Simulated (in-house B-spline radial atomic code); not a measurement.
A calculation on Xe6+: its settings, and results tabulated from the run. Level of theory: non-relativistic RPBE, spin-polarised, spherical fractional occupations, point nucleus; calculated with a radial B-spline atomic code at the basis-set limit.

Command:
```bash
python run_scf.py task.json out
```
Settings:
```
Z                54
configuration    [Kr] 4d10 5s2
hamiltonian      nr
method           rpbe,pbe
spin_polarised   True
```

Output (hartree, bohr):
```
 radial grid: 51 intervals, B-splines of order 8, outer radius 21.6418 bohr

 iter        energy (Eh)    residual
    1       -7197.379070    1.06e+00
    2       -7215.146810    7.36e-01
    3       -7225.649518    1.83e-01
    4       -7226.256204    3.82e-02
    5       -7226.274426    2.19e-02
    6       -7226.283763    3.39e-03
    7       -7226.283845    8.02e-05
    8       -7226.283845    4.07e-06
    9       -7226.283845    1.28e-07

 total energy                     -7226.28384
 kinetic                            7223.8614
 electron-nucleus                 -17012.1447
 Hartree                            2741.1453
 exchange-correlation               -179.1457

 orbital      occ     eigenvalue          <r>       <r^2>       <1/r>       <r^4>     <1/r^2>       r_max
 1s up      1.000     -1212.8597    0.0281419  0.00105911     53.4735 2.83532e-06     5738.59     0.01864
 1s down    1.000     -1212.8597    0.0281419  0.00105911     53.4735 2.83532e-06     5738.59     0.01864
 2s up      1.000      -186.3073     0.121011   0.0171907     12.2866 0.000500579     612.736      0.1029
 2s down    1.000      -186.3073     0.121011   0.0171907     12.2866 0.000500579     612.736      0.1029
 2p up      3.000      -175.4724     0.103015    0.012894     12.2989  0.00032503     204.692     0.08039
 2p down    3.000      -175.4724     0.103015    0.012894     12.2989  0.00032503     204.692     0.08039
 3s up      1.000       -40.2609     0.320248    0.116984     4.50009   0.0206673     124.134      0.2922
 3s down    1.000       -40.2609     0.320248    0.116984     4.50009   0.0206673     124.134      0.2922
 3p up      3.000       -35.6809     0.310516    0.111607     4.42687   0.0196868     41.3164      0.2789
 3p down    3.000       -35.6809     0.310516    0.111607     4.42687   0.0196868     41.3164      0.2789
 3d up      5.000       -27.1729     0.281099   0.0932642     4.29828   0.0157461      23.028      0.2267
 3d down    5.000       -27.1729     0.281099   0.0932642     4.29828   0.0157461      23.028      0.2267
 4s up      1.000        -9.4552      0.74459    0.625067     1.85544    0.569827     27.6683      0.6879
 4s down    1.000        -9.4552      0.74459    0.625067     1.85544    0.569827     27.6683      0.6879
 4p up      3.000        -7.8249     0.774182    0.680941     1.75778    0.695772     8.94791      0.7045
 4p down    3.000        -7.8249     0.774182    0.680941     1.75778    0.695772     8.94791      0.7045
 4d up      5.000        -5.0175     0.857342    0.852014     1.53729     1.18382     4.28329      0.7432
 4d down    5.000        -5.0175     0.857342    0.852014     1.53729     1.18382     4.28329      0.7432
 5s up      1.000        -3.0468      1.69446     3.19857    0.775664     14.3661     5.63087       1.578
 5s down    1.000        -3.0468      1.69446     3.19857    0.775664     14.3661     5.63087       1.578

 Slater integrals (Eh)
   F0(4d up,4d up)               1.050809
   F2(4d up,4d up)               0.536269
   F4(4d up,4d up)               0.357790
   F0(4d up,4d down)             1.050809
   F2(4d up,4d down)             0.536269
   F4(4d up,4d down)             0.357790
   F0(4d up,5s up)               0.642704
   G2(4d up,5s up)               0.073232
   F0(4d up,5s down)             0.642704
   F0(4d down,4d down)           1.050809
   F2(4d down,4d down)           0.536269
   F4(4d down,4d down)           0.357790
   F0(4d down,5s up)             0.642704
   F0(4d down,5s down)           0.642704
   G2(4d down,5s down)           0.073232
   F0(5s up,5s up)               0.529853
   F0(5s up,5s down)             0.529853
   F0(5s down,5s down)           0.529853
```

Time taken, with all properties: 0.14 s on 1 thread of Arm Neoverse V2, on a shared host.
